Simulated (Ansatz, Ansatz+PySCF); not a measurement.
```xyz
3

C     0.0000    0.0000   -1.4267
C     0.0000    0.0000    0.0000
C     0.0000    0.0000    1.4267
```

Basis set: def2-SVP (spherical functions). Left uncorrelated: 3 orbitals. Charge 0, multiplicity 1.

Computed with Ansatz (development build ahead of 0.2.0); each method stands on the lowest determinant of its kind that the runs found. Restricted open shells among the atoms or ions are ROHF, correlated in semicanonical orbitals with singles.

The atomization energy at this shape (free ground-state atoms in the same class of orbitals less the molecule, no zero-point energy) of singlet C₃:

| method | atomization energy |
| --- | --- |
| UHF-CCSDT(Q) | 12.66 eV |
| RHF-CCSD(T) | 12.53 eV |
| UHF-CCSD(T) | 12.33 eV |
| UHF-MP2 | 11.98 eV |
| RHF | 7.74 eV |
| UHF | 7.72 eV |

(1) What does RHF-MP2 give?

Answers

(1) 12.96 eV. Caution: the shape is not the minimum. Caution for UHF-CCSDT(Q), UHF-CCSD(T), UHF-MP2, UHF: the determinant may break the point group; the unrestricted determinant is spin contaminated. Caution for RHF-CCSD(T), RHF-MP2, RHF: an unrestricted determinant lies well below. Caution for RHF-CCSD(T), UHF-CCSD(T): the program doubts this total. Caution for UHF-CCSD(T), UHF-MP2: another reference gives a lower total.
